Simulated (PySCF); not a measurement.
## [Tm(H2O)]3+ relaxed at several levels

Computed with PySCF 2.14.0, def2-SVP on the ligands, density fitting, scalar-relativistic core potentials, no spin-orbit coupling, vacuum. Each row is relaxed at its own level from the same template. Distances are means of the shortest metal–ligand contacts, charges and spins Mulliken's; removal energies are rigid, with the ligand's formal charge and no counterpoise, so too large; for an anion taken off a cation in vacuum most of it is the attraction of opposite charges, and multiply charged cations can part far more cheaply with an electron moved from ligand to metal. lcecp potentials hold a fixed number of 4f electrons in the core, out of states, spins and gaps.

```csv
level,basis on the metal,point group,M–H2O (Å),charge on M (e),removal of one H2O (eV),"strongest infrared band, degenerate modes summed (cm⁻¹)",unstable modes (below −25 cm⁻¹)
PBE0,lcecp-1-SVP with ECP58,C2v,2.132,2.54,5.46,3368,0
```

**Question.** What does the calculation give for B3LYP, lcecp-1-SVP with ECP58?

**Answer.** point group: C2v, M–H2O (Å): 2.142, charge on M (e): 2.52, removal of one H2O (eV): 5.52, strongest infrared band, degenerate modes summed (cm⁻¹): 3314, unstable modes (below −25 cm⁻¹): 0.
```xyz
4

Tm    0.0000    0.0000   -0.0591
O     0.0000    0.0000    2.0826
H     0.7846    0.0000    2.7161
H    -0.7846    0.0000    2.7161
```

One start shape was tried for each, so a minimum needn't be the lowest isomer.
